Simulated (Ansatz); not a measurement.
The same hydrogenolysis along the group O, S, Se.

Isolated molecules relaxed with PBE0-D4/def2-TZVP in Ansatz; ΔE leaves out vibrations. CCSD(T)/CBS is the MP2 limit (def2-TZVPP, def2-QZVPP) plus CCSD(T) − MP2 in def2-TZVPP, frozen cores. This one scheme is used for every species. DFT in def2-TZVPP. For Se outer-core shells are correlated without core-valence functions, which leaves a few kJ/mol of doubt a bond. Scalar relativity is left out up to krypton. One conformer a species, not always the lowest.

| reaction | PBE0-D4 (kJ/mol) |
| --- | --- |
| `OC1C[SiH2]1` + H₂ → `C1C[SiH2]1` + H₂O | -117 |
| `SC1C[SiH2]1` + H₂ → `C1C[SiH2]1` + H₂S | -66 |
| `[SeH]C1C[SiH2]1` + H₂ → `C1C[SiH2]1` + H₂Se | -62 |

Task: Give the CCSD(T)/CBS values in the same order. (An estimate is asked.)

Result: The calculation gave: -122, -65, -58 kJ/mol.

Largest T1 diagnostic: 0.012, for `SC1C[SiH2]1`.
